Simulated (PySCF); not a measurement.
Compound: C₂H₆B₂ClF.
Bonds: C1–B2, B2–C3, C3–B4, B4–F5, B4–Cl6. Hydrogens: H7, H8, H9 on C1; H10 on B2; H11, H12 on C3.

Torsions of this conformer, `[CH3:1][BH:2][CH2:3][B:4]([F:5])[Cl:6]`: C1–B2–C3–B4 -80°, B2–C3–B4–F5 -93°.

The closed-shell ground state was solved at several levels (PySCF, density fitting, gas phase, non-relativistic). One conformer (not necessarily the lowest) at the PBE0-D3(BJ)/def2-SVP geometry, without solvent, vibrations or thermal averaging.

```tsv
level	basis functions	total energy (Eh)	HOMO (eV)	LUMO (eV)	gap (eV)	dipole (D)
PBE0/6-311+G(2d,p)	206	-689.3454	-8.84	-1.62	7.22	1.67
B97-2/pcSseg-1	139	-689.5996	-8.63	-1.61	7.02	1.67
KT3/pcSseg-1	139	-696.1147	-7.61	-2.49	5.12	1.54
PBE0/pcSseg-0	70	-688.2341	-9.02	-1.72	7.30	1.88
PBE0/def2-SVP	118	-688.9523	-8.71	-1.45	7.26	1.51
BHandHLYP/pcSseg-1	139	-689.5241	-10.19	-0.56	9.63	1.76
KT2/pcSseg-1	139	-696.7068	-7.57	-2.60	4.97	1.56
HF/pcSseg-1	139	-687.5920	-12.22	2.03	14.25	1.91
PBE0/6-31G*	100	-689.2363	-8.66	-1.33	7.33	1.59
PBE0/IGLO-III	279	-689.3691	-8.81	-1.58	7.23	1.59
B97-D/pcSseg-1	139	-689.5152	-7.49	-2.36	5.13	1.56
B3LYP/cc-pVTZ	268	-689.8131	-8.59	-1.76	6.83	1.57
```

Q: What might B3LYP/6-31G* (100 basis functions) give for the same quantities?

A: Total energy -689.6749 Eh, HOMO -8.39 eV, LUMO -1.47 eV, gap 6.92 eV, dipole 1.54 D.

Q: Over all these levels, which gives the widest orbital gap and which the narrowest?

A: HF/pcSseg-1 (Hartree–Fock, all exact exchange) has the widest, 14.25 eV, and KT2/pcSseg-1 (GGA) the narrowest, 4.97 eV. The two share the basis. From the narrowest to the widest the HOMO moves by -4.65 eV and the LUMO by +4.63 eV.

Q: How much does the basis alone move the frontier levels among the 5 PBE0 rows?

A: The HOMO by 0.36 eV and the LUMO by 0.39 eV. By rising basis size (HOMO, LUMO in eV): pcSseg-0 -9.02, -1.72; 6-31G* -8.66, -1.33; def2-SVP -8.71, -1.45; 6-311+G(2d,p) -8.84, -1.62; IGLO-III -8.81, -1.58.

Q: In the pcSseg-1 basis, how does the gap go with the fixed share of exact exchange?

A: KT2 (0 %) 4.97 eV; KT3 (0 %) 5.12 eV; B97-D (0 %) 5.13 eV; B97-2 (21 %) 7.02 eV; BHandHLYP (50 %) 9.63 eV; HF (100 %) 14.25 eV. Each rise in the share widens the gap here.

Q: How far do the dipole and the HOMO energy spread over the levels?

A: The dipole runs from 1.51 to 1.91 D (mean 1.64 D) and the HOMO from -12.22 to -7.49 eV.

Note: B97-D ran without an empirical dispersion term, which enters the total energy and its gradient alone.
